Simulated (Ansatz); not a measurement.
Ge₂Te. Total charge 0; singlet. Geometry PBE0-D4/def2-TZVP.

```xyz
3

Ge   -0.7805   -1.1787   -1.8623
Ge    0.0029   -0.0088   -0.0036
Te    0.7776    1.1874    1.8658
```

In the def2 sets Te takes a core potential; there is no spin–orbit coupling. The restricted singlet is unstable towards broken spin symmetry in Hartree–Fock (as tested in another run); at LDA (SPW92)/def2-TZVP, PBE-D4/def2-TZVP, r2SCAN-D4/def2-TZVP, r2SCANh-D4/def2-TZVP and others this wasn't settled. At LDA (SPW92)/def2-TZVP, PBE-D4/def2-TZVP, r2SCAN-D4/def2-TZVP an occupied level of the charge 0 singlet lies above an empty one (by up to 0.45 eV), so this SCF solution is probably not the lowest. The geometry of the singlet was relaxed on an unsound state (restricted singlet whose occupied levels cross empty ones at other levels, untested at these). Another isomer (singlet) lies 1.88 eV lower at PBE0-D4/def2-TZVP; other spin states weren't run for this one.

(1) Estimate the orbital energies around the gap (eV) in Ansatz with LDA (SPW92)/def2-TZVP, PBE-D4/def2-TZVP, r2SCAN-D4/def2-TZVP, r2SCANh-D4/def2-TZVP, PBE0-D4/def2-TZVP.

Results:

(1) 
```json
{"orbital": "HOMO−9", "LDA (SPW92)/def2-TZVP": "-30.52", "PBE-D4/def2-TZVP": "-30.20", "r2SCAN-D4/def2-TZVP": "-31.05", "r2SCANh-D4/def2-TZVP": "-32.58", "PBE0-D4/def2-TZVP": "-34.27"}
{"orbital": "HOMO−8", "LDA (SPW92)/def2-TZVP": "-30.40", "PBE-D4/def2-TZVP": "-30.07", "r2SCAN-D4/def2-TZVP": "-30.88", "r2SCANh-D4/def2-TZVP": "-32.41", "PBE0-D4/def2-TZVP": "-34.08"}
{"orbital": "HOMO−7", "LDA (SPW92)/def2-TZVP": "-30.37", "PBE-D4/def2-TZVP": "-30.04", "r2SCAN-D4/def2-TZVP": "-30.85", "r2SCANh-D4/def2-TZVP": "-32.38", "PBE0-D4/def2-TZVP": "-34.05"}
{"orbital": "HOMO−6", "LDA (SPW92)/def2-TZVP": "-16.18", "PBE-D4/def2-TZVP": "-15.90", "r2SCAN-D4/def2-TZVP": "-16.51", "r2SCANh-D4/def2-TZVP": "-17.15", "PBE0-D4/def2-TZVP": "-17.70"}
{"orbital": "HOMO−5", "LDA (SPW92)/def2-TZVP": "-13.53", "PBE-D4/def2-TZVP": "-13.28", "r2SCAN-D4/def2-TZVP": "-13.80", "r2SCANh-D4/def2-TZVP": "-14.39", "PBE0-D4/def2-TZVP": "-14.92"}
{"orbital": "HOMO−4", "LDA (SPW92)/def2-TZVP": "-10.51", "PBE-D4/def2-TZVP": "-10.25", "r2SCAN-D4/def2-TZVP": "-10.59", "r2SCANh-D4/def2-TZVP": "-11.03", "PBE0-D4/def2-TZVP": "-11.43"}
{"orbital": "HOMO−3", "LDA (SPW92)/def2-TZVP": "-7.09", "PBE-D4/def2-TZVP": "-6.89", "r2SCAN-D4/def2-TZVP": "-7.19", "r2SCANh-D4/def2-TZVP": "-7.52", "PBE0-D4/def2-TZVP": "-7.82"}
{"orbital": "HOMO−2", "LDA (SPW92)/def2-TZVP": "-6.68", "PBE-D4/def2-TZVP": "-6.49", "r2SCAN-D4/def2-TZVP": "-6.75", "r2SCANh-D4/def2-TZVP": "-7.03", "PBE0-D4/def2-TZVP": "-7.27"}
{"orbital": "HOMO−1", "LDA (SPW92)/def2-TZVP": "-6.36", "PBE-D4/def2-TZVP": "-6.19", "r2SCAN-D4/def2-TZVP": "-6.50", "r2SCANh-D4/def2-TZVP": "-6.87", "PBE0-D4/def2-TZVP": "-7.22"}
{"orbital": "HOMO", "LDA (SPW92)/def2-TZVP": "-4.71", "PBE-D4/def2-TZVP": "-4.56", "r2SCAN-D4/def2-TZVP": "-4.79", "r2SCANh-D4/def2-TZVP": "-5.09", "PBE0-D4/def2-TZVP": "-5.41"}
{"orbital": "LUMO", "LDA (SPW92)/def2-TZVP": "-5.16", "PBE-D4/def2-TZVP": "-4.93", "r2SCAN-D4/def2-TZVP": "-4.98", "r2SCANh-D4/def2-TZVP": "-4.73", "PBE0-D4/def2-TZVP": "-4.32"}
{"orbital": "LUMO+1", "LDA (SPW92)/def2-TZVP": "-2.71", "PBE-D4/def2-TZVP": "-2.49", "r2SCAN-D4/def2-TZVP": "-2.40", "r2SCANh-D4/def2-TZVP": "-2.10", "PBE0-D4/def2-TZVP": "-1.70"}
{"orbital": "LUMO+2", "LDA (SPW92)/def2-TZVP": "-2.53", "PBE-D4/def2-TZVP": "-2.29", "r2SCAN-D4/def2-TZVP": "-2.15", "r2SCANh-D4/def2-TZVP": "-1.93", "PBE0-D4/def2-TZVP": "-1.60"}
{"orbital": "LUMO+3", "LDA (SPW92)/def2-TZVP": "-2.33", "PBE-D4/def2-TZVP": "-2.14", "r2SCAN-D4/def2-TZVP": "-2.14", "r2SCANh-D4/def2-TZVP": "-1.89", "PBE0-D4/def2-TZVP": "-1.58"}
{"orbital": "LUMO+4", "LDA (SPW92)/def2-TZVP": "1.36", "PBE-D4/def2-TZVP": "1.50", "r2SCAN-D4/def2-TZVP": "2.27", "r2SCANh-D4/def2-TZVP": "2.46", "PBE0-D4/def2-TZVP": "2.22"}
{"orbital": "LUMO+5", "LDA (SPW92)/def2-TZVP": "2.07", "PBE-D4/def2-TZVP": "2.31", "r2SCAN-D4/def2-TZVP": "2.90", "r2SCANh-D4/def2-TZVP": "3.08", "PBE0-D4/def2-TZVP": "2.99"}
```
